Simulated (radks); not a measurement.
Values are calculated unless marked as measured or tabulated.
All-electron atom: the selenium ion Se28+ in [He] 2s2 2p(up 2, down 0) (the NIST ground configuration). Code: a radial shooting solver on a logarithmic mesh with Libxc functionals. Model: scalar-relativistic Kohn-Sham, r2SCAN, spin-polarised, spherical densities, finite nucleus; meta-GGA in the generalised Kohn-Sham scheme; Fermi nuclear charge, rms radius 4.14 fm.

Normalised radial functions P(r) = r R(r), r in bohr:

r         2p down
0.001475   0.0034
0.001967   0.0057
0.002624   0.0097
0.0035     0.0164
0.004668   0.0279
0.006225   0.0471
0.008303   0.0794
0.01107    0.1325
0.01477    0.2182
0.0197     0.3529
0.02628    0.5564
0.03505    0.8474
0.04674    1.2323
0.06234    1.6846
0.08315    2.1281
0.1109     2.4187
0.1479     2.3923
0.1973     1.9662
0.2631     1.2621
0.3509     0.5830
0.4681     0.1737
0.6243     0.0289

2p down (empty): eigenvalue -3023.6 eV, 0 radial nodes, <r> = 0.159 bohr, 90 % of the charge inside 0.257 bohr.
